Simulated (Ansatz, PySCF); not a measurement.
Molecule: C6H8, charge 0, multiplicity 1. SMILES: C1CC2=C1CC2
Geometry: optimised at B3LYP-D3(BJ)/def2-TZVP (Ansatz, a quantum-chemistry and plane-wave program).

Wanted: atomisation energy, in kcal/mol. Conventions: non-relativistic; no dispersion term unless named; atomisation electronic, to ground-state atoms; spin-orbit terms left out; 6-31G* and kin with 6d, 5d where marked; open shells spin-unrestricted; valence correlation only. Basis-set limits of correlation are two-point, X^-3; Hartree-Fock from the larger set. Ab initio and DFT rows: single points at B3LYP-D3(BJ) geometries (Ansatz).

| species | coefficient | E at M06-2X/6-31G* (5d) (PySCF), Eh | E at PBE0/def2-TZVPD (Ansatz), Eh |
|---|---|---|---|
| C1CC2=C1CC2 | -1 | -233.19841 | -233.11427 |
| C atom | +6 | -37.82757 | -37.80543 |
| H atom | +8 | -0.49667 | -0.50104 |

Coupled cluster (Ansatz) is a level with limits of its own, used here on species with T1 under 0.025 (0.045 for open shells) and stable references: CCSD(T)/CBS(cc-pVTZ,cc-pVQZ). Value to compare with, CCSD(T)/CBS(cc-pVTZ,cc-pVQZ) (Ansatz): 1407.6 kcal/mol. 1 Eh = 627.5095 kcal/mol.

**Question.** Work the quantity out at each level, and compare with CCSD(T)/CBS(cc-pVTZ,cc-pVQZ) (Ansatz).

**Answer.** 
- M06-2X/6-31G* (5d): the sum of coefficient times E is 2.25963 Eh, or 1417.94 kcal/mol. Result: 1417.9 kcal/mol. Its difference against CCSD(T)/CBS(cc-pVTZ,cc-pVQZ) (Ansatz) is 10.3 kcal/mol.
- PBE0/def2-TZVPD: the sum of coefficient times E is 2.27337 Eh, or 1426.56 kcal/mol. Result: 1426.6 kcal/mol. Its difference against CCSD(T)/CBS(cc-pVTZ,cc-pVQZ) (Ansatz) is 19.0 kcal/mol.
